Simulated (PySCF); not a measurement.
C4H5BCl2.
Bonds: C1–C2 (double), C2–C3 (double), C3–C4, C4–B5, B5–Cl6, B5–Cl7. Hydrogens: H8, H9 on C1; H10 on C3; H11, H12 on C4.

Torsions of this conformer, `[CH2:1]=[C:2]=[CH:3][CH2:4][B:5]([Cl:6])[Cl:7]`: C2–C3–C4–B5 -103°, C3–C4–B5–Cl6 -126°.

The closed-shell ground state was solved at several levels (PySCF, density fitting, gas phase, non-relativistic). Isolated species at its PBE0-D3(BJ)/def2-SVP geometry (one conformer only).

| level | basis functions | total energy (Eh) | HOMO (eV) | LUMO (eV) | gap (eV) | dipole (D) |
| --- | --- | --- | --- | --- | --- | --- |
| PBE0/def2-SVP | 131 | -1099.7695 | -7.28 | -1.23 | 6.05 | 1.08 |
| PBE0/cc-pVTZ | 288 | -1100.2830 | -7.34 | -1.45 | 5.89 | 1.21 |
| B3LYP/6-31G* | 116 | -1100.6968 | -6.90 | -1.45 | 5.45 | 1.39 |
| PBE0/6-311+G(2d,p) | 235 | -1100.2573 | -7.38 | -1.55 | 5.83 | 1.21 |
| PBE0/aug-cc-pVDZ | 214 | -1100.2174 | -7.37 | -1.53 | 5.84 | 1.26 |
| PBE0/def2-TZVP | 259 | -1100.2728 | -7.36 | -1.47 | 5.89 | 1.18 |
| PBE0/pcSseg-0 | 81 | -1098.7412 | -7.56 | -1.60 | 5.96 | 1.73 |

Question: What might PBE0/cc-pVDZ (131 basis functions) give for the same quantities?

Answer: Total energy -1100.2058 Eh, HOMO -7.25 eV, LUMO -1.32 eV, gap 5.93 eV, dipole 1.22 D.

Question: Over all these levels, which gives the widest orbital gap and which the narrowest?

Answer: PBE0/def2-SVP (global hybrid, 25 % exact exchange) has the widest, 6.05 eV, and B3LYP/6-31G* (global hybrid, 20 % exact exchange) the narrowest, 5.45 eV. Functional and basis both differ between the two, so the spread mixes both effects.

Question: How much does the basis alone move the frontier levels among the 7 PBE0 rows (the withheld one included)?

Answer: The HOMO by 0.31 eV and the LUMO by 0.37 eV. By rising basis size (HOMO, LUMO in eV): pcSseg-0 -7.56, -1.60; def2-SVP -7.28, -1.23; cc-pVDZ -7.25, -1.32; aug-cc-pVDZ -7.37, -1.53; 6-311+G(2d,p) -7.38, -1.55; def2-TZVP -7.36, -1.47; cc-pVTZ -7.34, -1.45.

Question: How far do the dipole and the HOMO energy spread over the levels?

Answer: The dipole runs from 1.08 to 1.73 D (mean 1.28 D) and the HOMO from -7.56 to -6.90 eV.
